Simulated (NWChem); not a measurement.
# CH₂N anion

```xyz
4

C      0.0000     0.0000     0.4938
N      0.0000     0.0000    -0.7451
H      0.0000    -0.9353     1.1842
H      0.0000     0.9353     1.1842
```
Atoms are numbered in this order, from 1.

All runs: NWChem. Coordinates come from a B3LYP/def2-SVPD optimisation. The gas-phase anion has a positive highest level at the geometry level, so the gas reference is doubtful. Level: M06-2X/def2-SVPD with COSMO at NWChem's default radii, gas-phase geometry; the question gives the dielectric constant. Reactions with the solvent are ignored.

What does the run give for dielectric constant 2.0? Quantities: electrostatic solvation energy (kcal/mol).


```json
{
 "electrostatic solvation energy (kcal/mol)": "-36.4"
}
```
